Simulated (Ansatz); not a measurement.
SnH₄, relaxed as a singlet with RKS PBE-D4/def2-TZVP in Ansatz, starting from the GFN2-xTB geometry. Force threshold 0.02 eV/Å.

In the def2 sets Sn takes a core potential; there is no spin–orbit coupling.

Start:

```xyz
5

Sn    0.000    0.001   -0.001
H     1.277   -0.992    0.266
H    -1.132   -0.249    1.157
H    -0.645   -0.319   -1.473
H     0.500    1.560    0.051
```

```
step  energy (eV)  largest force component (eV/Å)  SCF passes
   1   -5895.1653                           1.199          19
   2   -5895.3337                           0.235          23
   3   -5895.3425                           0.020          23
   4   -5895.3426                           0.001          16
```

Force components are those of the run's own axes.

End:

```xyz
5

Sn    0.0000    0.0000    0.0002
H     1.3377   -1.0388    0.2766
H    -1.1870   -0.2598    1.2121
H    -0.6743   -0.3347   -1.5420
H     0.5236    1.6334    0.0532
```

By distances, no bond broke or formed. The bond that changes most is Sn1–H5, from 1.64 to 1.72 Å (atoms count from 1).

No frequencies were taken in this run, so the end may be a saddle point.

Run time 1.4 s (4 threads of Arm Neoverse V2 on a shared host).
